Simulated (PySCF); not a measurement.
```xyz
3
charge 0 multiplicity 6, angstrom
Ir    0.0000    0.0000   -0.2307
S     2.0244    0.0000    0.6816
S    -2.0244    0.0000    0.6816
```

Level of theory: PySCF, UB3LYP, basis Ir def2-SVP with ECP60, S def2-SVP (scalar-relativistic core potentials, no spin–orbit coupling, density fitting).

This geometry of IrS₂ is a stationary point at this level.

Task: What is the point group?

Result: C2v.

Task: Is it a minimum?

Result: Yes: all harmonic wavenumbers are real.

Task: Which band is strongest in the infrared?

Result: 357 cm⁻¹ (b2), 1 km/mol.

Task: What are the dipole moment and the gap between the highest occupied and lowest empty levels of either spin?

Result: 1.45 D and 0.97 eV.

Only a few start shapes were tried, so a lower isomer may exist. Open d and f shells are described by one determinant, and the ground state may have another occupation or spin. At this level a doublet minimum of C2v symmetry lies 138 kJ/mol below this structure. With an element this heavy the missing spin–orbit coupling can shift these numbers.
